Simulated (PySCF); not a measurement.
chloroform (CHCl$_{3}$), singlet, geometry from GFN2-xTB, with bond 5-1 at 1.3 times its length; B3LYP/3-21G run with PySCF.

PySCF was given this input:
```python
from pyscf import gto, scf, dft

mol = gto.M(
    atom='''
C    -0.00102295    0.00710830    0.48100116
H    -0.00334391    0.02323614    1.57233262
Cl    0.00925814    1.67396575   -0.11215631
Cl    1.44662035   -0.84673105   -0.07184825
Cl   -1.89161010   -1.08257594   -0.24602627
''',
    basis='3-21g',
    verbose=4,
)

mf = dft.RKS(mol)
mf.xc = 'b3lyp'
mf.init_guess = 'mod_huckel'
mf.kernel()
```

Output, abridged:

```
PySCF version 2.14.0

[INPUT] verbose = 4
[INPUT] num. atoms = 5
[INPUT] num. electrons = 58
[INPUT] charge = 0
[INPUT] spin (= nelec alpha-beta = 2S) = 0
[INPUT] symmetry False subgroup None
[INPUT] Mole.unit = angstrom
[INPUT] Symbol           X                Y                Z      unit          X                Y                Z       unit  Magmom
[...]
nuclear repulsion = 242.153808741184
number of shells = 28
number of NR pGTOs = 99
number of NR cGTOs = 50
basis = 3-21g
ecp = {}

******** <class 'pyscf.dft.rks.RKS'> ********
method = RKS
initial guess = mod_huckel
damping factor = 0
level_shift factor = 0
DIIS = <class 'pyscf.scf.diis.CDIIS'>
diis_start_cycle = 1
diis_space = 8
diis_damp = 0
SCF conv_tol = 1e-09
SCF conv_tol_grad = None
SCF max_cycles = 50
direct_scf = True
direct_scf_tol = 1e-13
XC library pyscf.dft.libxc version 7.1.2
    S. Lehtola, C. Steigemann, M. J. T. Oliveira, and M. A. L. Marques,  SoftwareX 7, 1–5 (2018)
XC functionals = b3lyp
    P. J. Stephens, F. J. Devlin, C. F. Chabalowski, and M. J. Frisch,  J. Phys. Chem. 98, 11623 (1994)
radial grids:
    Treutler-Ahlrichs [JCP 102, 346 (1995); DOI:10.1063/1.469408] (M4) radial grids

becke partition: Becke, JCP 88, 2547 (1988); DOI:10.1063/1.454033
pruning grids: <function nwchem_prune>
grids dens level: 3
symmetrized grids: False
atomic radii adjust function: <function treutler_atomic_radii_adjust>
small_rho_cutoff = 0
Set gradient conv threshold to 3.16228e-05
Initial guess from on-the-fly Huckel, doi:10.1021/acs.jctc.8b01089,
employing the updated GWH rule from doi:10.1021/ja00480a005.
Spherically averaged atomic HF for {'H', 'C', 'Cl'}

******** <class 'pyscf.scf.atom_hf.AtomSphAverageRHF'> ********
method = AtomSphAverageRHF
initial guess = minao
damping factor = 0
level_shift factor = 0
DIIS = <class 'pyscf.scf.diis.CDIIS'>
diis_start_cycle = 1
diis_space = 8
diis_damp = 0
SCF conv_tol = 1e-09
SCF conv_tol_grad = None
SCF max_cycles = 50
direct_scf = True
direct_scf_tol = 1e-13
atom = C
Set gradient conv threshold to 3.16228e-05
Initial guess from minao.
init E= -37.0511734903473
cycle= 1 E= -37.1138683188025  delta_E= -0.0627  |g|=    0  |ddm|= 0.358
cycle= 2 E= -37.1160998590688  delta_E= -0.00223  |g|=    0  |ddm|= 0.0979
cycle= 3 E= -37.1162418120407  delta_E= -0.000142  |g|=    0  |ddm|= 0.0175
cycle= 4 E= -37.116242134933  delta_E= -3.23e-07  |g|=    0  |ddm|= 0.00152
cycle= 5 E= -37.1162421349399  delta_E= -6.89e-12  |g|=    0  |ddm|= 3.41e-06
[...]
Atomic HF for atom  C  converged. SCF energy = -37.1162421349399

******** 1 electron system ********
Atomic HF for atom  H  converged. SCF energy = -0.496198609380939

******** <class 'pyscf.scf.atom_hf.AtomSphAverageRHF'> ********
method = AtomSphAverageRHF
initial guess = minao
damping factor = 0
level_shift factor = 0
DIIS = <class 'pyscf.scf.diis.CDIIS'>
diis_start_cycle = 1
diis_space = 8
diis_damp = 0
SCF conv_tol = 1e-09
SCF conv_tol_grad = None
SCF max_cycles = 50
direct_scf = True
direct_scf_tol = 1e-13
atom = Cl
Set gradient conv threshold to 3.16228e-05
Initial guess from minao.
init E= -456.748431230237
cycle= 1 E= -457.080088232628  delta_E= -0.332  |g|=    0  |ddm|= 0.0996
cycle= 2 E= -457.080091418687  delta_E= -3.19e-06  |g|=    0  |ddm|= 0.00543
cycle= 3 E= -457.080091531075  delta_E= -1.12e-07  |g|=    0  |ddm|= 0.000877
cycle= 4 E= -457.080091536778  delta_E= -5.7e-09  |g|=    0  |ddm|= 0.000265
cycle= 5 E= -457.080091536926  delta_E= -1.48e-10  |g|=    0  |ddm|= 4.16e-05
Extra cycle  E= -457.080091536926  delta_E= 5.68e-13  |g|=    0  |ddm|= 2.06e-07
Atomic HF for atom  Cl  converged. SCF energy = -457.080091536926

[...]
tot grids = 80568
init E= -1411.27113999347
[...]
cycle= 1 E= -1402.41387677718  delta_E= 8.86  |g|= 4.01  |ddm|= 5.75
[...]
cycle= 2 E= -1386.69946704051  delta_E= 15.7  |g|= 3.83  |ddm|= 21.1
[...]
cycle= 3 E= -1404.35119397943  delta_E= -17.7  |g|= 3.05  |ddm|= 21.9
[...]
cycle= 4 E= -1409.43018569812  delta_E= -5.08  |g|= 2.76  |ddm|= 4.79
[...]
cycle= 5 E= -1410.50556449829  delta_E= -1.08  |g|= 2.32  |ddm|= 1.48
[...]
cycle= 6 E= -1411.80167242431  delta_E= -1.3  |g|=  1.3  |ddm|= 2.88
[...]
cycle= 7 E= -1412.36154411019  delta_E= -0.56  |g|= 0.358  |ddm|= 2.16
[...]
cycle= 8 E= -1412.38696457753  delta_E= -0.0254  |g|= 0.31  |ddm|= 0.581
[...]
cycle= 9 E= -1412.42003192714  delta_E= -0.0331  |g|= 0.0196  |ddm|= 0.396
[...]
cycle= 10 E= -1412.42017527202  delta_E= -0.000143  |g|= 0.00329  |ddm|= 0.0455
[...]
cycle= 11 E= -1412.42017592283  delta_E= -6.51e-07  |g|= 0.00298  |ddm|= 0.00859
[...]
cycle= 12 E= -1412.42017920882  delta_E= -3.29e-06  |g|= 0.000191  |ddm|= 0.00437
[...]
cycle= 13 E= -1412.42017922404  delta_E= -1.52e-08  |g|= 1.34e-05  |ddm|= 0.000471
[...]
cycle= 14 E= -1412.42017922415  delta_E= -1.13e-10  |g|= 3.64e-06  |ddm|= 3.72e-05
[...]
Extra cycle  E= -1412.42017922415  delta_E= 2.73e-12  |g|= 5.09e-06  |ddm|= 1.32e-05
converged SCF energy = -1412.42017922415
```
